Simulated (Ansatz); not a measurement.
Geometry optimisation, RKS PBE-D4/def2-SVP in Ansatz.

The input (input.yaml):

```yaml
crystal:
  periodic: [false, false, false]
  atoms:
    - { symbol: Ti, position_ang: [-0.106849, 0.038472, 0.100971] }
    - { symbol: "N", position_ang: [-0.206844, -0.057095, 2.097552] }
    - { symbol: H, position_ang: [-0.935896, 0.471331, 2.594395] }
    - { symbol: H, position_ang: [0.622991, -0.131138, 2.69723] }
    - { symbol: F, position_ang: [1.536623, 0.10638, -0.53974] }
    - { symbol: F, position_ang: [-0.951375, 1.463002, -0.498572] }
    - { symbol: "N", position_ang: [-1.011465, -1.445132, -0.590902] }
    - { symbol: H, position_ang: [-1.350923, -2.250148, -0.055709] }
    - { symbol: H, position_ang: [-1.195239, -1.5738, -1.592504] }
    - { symbol: H, position_ang: [1.447512, -2.180821, 1.141412] }
    - { symbol: H, position_ang: [0.925065, -1.953551, 1.586066] }
basis:
  gaussian: { orbitals: def2-SVP }
hamiltonian:
  xc: pbe
  dispersion: d4
relax:
  f_tol: 0.03
  max_steps: 50
```

Run as:

```bash
$ ansatz run input.yaml --threads 4 --pin off --max-ram 5120MiB --backend cpu --events-out ev --progress --plain --runs-dir out
```

Question: Where does it end, and by what steps?

Answer: It converged. The force dipped under the threshold on the way, but the program's further checks kept it going. After 33 steps the energy has fallen by 0.301 eV; H11 moved furthest, 1.70 Å.

```csv
step,energy less start (eV),largest force component (eV/Å),accepted
0,0.0000,1.748,yes
2,-0.2343,0.272,yes
4,-0.2529,0.106,yes
6,-0.2567,0.225,yes
8,-0.2594,0.060,yes
10,-0.2546,0.646,no
12,-0.2632,0.100,yes
14,-0.2654,0.027,yes
16,-0.2687,0.195,yes
18,-0.2729,0.317,yes
20,-0.2784,0.225,no
22,-0.2863,0.132,yes
24,-0.2897,0.043,yes
26,-0.2927,0.096,yes
28,-0.2972,0.116,yes
30,-0.2995,0.082,yes
32,-0.3004,0.040,yes
33,-0.3005,0.015,yes
```

```xyz
11
Properties=species:S:1:pos:R:3
Ti -0.229 -0.063 0.045
N -0.429 -0.140 1.901
H -0.928 0.545 2.480
H 0.112 -0.781 2.494
F 1.356 -0.720 -0.426
F -0.435 1.584 -0.564
N -1.579 -1.148 -0.675
H -2.275 -1.699 -0.165
H -1.710 -1.261 -1.688
H 2.349 -1.761 1.429
H 2.543 -2.069 2.108
```

Whether the end is a true minimum wasn't checked by a vibrational analysis.

The run took 43 s on 4 threads of Intel(R) Xeon(R) CPU @ 2.80GHz (Skylake/Cascade Lake) (shared host), peak memory 0.21 GiB.
